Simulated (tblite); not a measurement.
Species: C5H6Cl2F3NO.
Atom-mapped SMILES: `[NH2:1][C:2](=[O:3])[C@@H:4]([CH:5]([F:6])[F:7])[C@@H:8]([F:9])[CH:10]([Cl:11])[Cl:12]` (hydrogens: H13, H14 on N1; H15 on C4; H16 on C5; H17 on C8; H18 on C10)

Computed geometry: GFN2-xTB, gas phase.

**Question.** What internal coordinates does the optimisation give?

**Answer.** 
```csv
bond,length (pm),order
N1–C2,134.2,single
C2=O3,120.7,double
C2–C4,154.8,single
C4–C5,153.1,single
C5–F6,135.6,single
C5–F7,135.3,single
C4–C8,153.9,single
C8–F9,137.4,single
C8–C10,153.0,single
C10–Cl11,177.8,single
C10–Cl12,177.8,single
N1–H13,100.8,single
N1–H14,100.5,single
C4–H15,109.5,single
C5–H16,109.9,single
C8–H17,109.8,single
C10–H18,109.0,single
```

Orders are formal, as drawn. A selection of angles:
```csv
angle,degrees
C2–N1–H13,117.8
C2–N1–H14,122.5
H13–N1–H14,118.3
N1–C2–O3,124.0
N1–C2–C4,114.2
O3–C2–C4,121.7
C2–C4–C5,108.9
C2–C4–C8,111.5
C2–C4–H15,108.8
C5–C4–C8,110.8
C5–C4–H15,108.0
C8–C4–H15,108.7
C4–C5–F6,110.8
C4–C5–F7,111.8
C4–C5–H16,112.0
F6–C5–F7,105.5
F6–C5–H16,108.6
F7–C5–H16,107.9
C4–C8–F9,109.4
C4–C8–C10,112.2
C4–C8–H17,110.6
F9–C8–C10,108.8
F9–C8–H17,106.4
C10–C8–H17,109.3
C8–C10–Cl11,110.4
C8–C10–Cl12,109.7
C8–C10–H18,111.5
Cl11–C10–Cl12,109.6
Cl11–C10–H18,108.0
Cl12–C10–H18,107.5
```

Torsions: N1–C2–C4–C5 168° (antiperiplanar); C2–C4–C5–F6 -150°; C2–C4–C8–F9 54° (synclinal); C4–C8–C10–Cl11 -62° (synclinal).

H14 on N1 lies 2.19 Å from F9, 5 bonds away (angle at H 112°; Bondi radii sum to 2.67 Å). N1 (amide nitrogen) is almost planar (angles 122.5°, 118.3° and 117.8°, sum 358.5°, 0.08 Å off the plane of its three neighbours). Of the pairs four or more bonds apart, those above aside, O3···H16 is among the closest relative to their van der Waals radii: 2.35 Å, 87 % of the sum of Bondi's values. The C–F distances run from 1.353 Å (C5–F7, drawn single) to 1.374 Å (C8–F9, drawn single), a spread of 0.021 Å.

Point group: C1 (no symmetry element, even within 0.4 Å). Its GFN2-xTB frequencies are all real (lowest 34 cm⁻¹). One conformer, not necessarily the lowest (H–N1–C2–O3 -6° and -172°, N1–C2–C4–C5 168°, C2–C4–C5–F6 -150°, C2–C4–C8–F9 54°, C4–C8–C10–Cl11 -62°). 3 starts were optimised and ended at 0.00, 0.52 and 1.39 kcal/mol (GFN2-xTB); the lowest of these is shown.

Hardware: one thread, Intel Xeon at 2.50 GHz (x86_64), shared host with 64 logical CPUs at a one-minute load of 58. Cost: 3.2 s of wall time. These figures are those of the optimisation.
